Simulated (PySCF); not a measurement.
Mo(NH)2(OH)2 (H4MoN2O2), SMILES [NH]=[Mo]([OH])([OH])=[NH], multiplicity 1. Geometry: B3LYP-D3(BJ)/def2-SVP. The multiplicity is an assumed one; other spin states were not compared. The def2 effective core potentials stand for the cores of Mo; spin–orbit coupling is left out. One conformer was computed; it need not be the lowest.

Computed equilibrium geometry at B3LYP-D3(BJ)/def2-SVP (PySCF confirms it by a frequency run) as a Z-matrix, and its point group (one conformer of several):
point group C2.
```
Mo
N 1 1.7354
H 2 1.0186 1 155.86
N 1 1.7354 2 111.45 3 -1.34
H 4 1.0186 1 155.86 2 -1.34
O 1 1.9015 2 109.27 3 -119.79
H 6 0.9668 1 119.92 2 -20.64
O 1 1.9015 2 107.33 3 118.26
H 8 0.9668 1 119.92 2 -141.63
```
Charge 0, spin multiplicity 1.
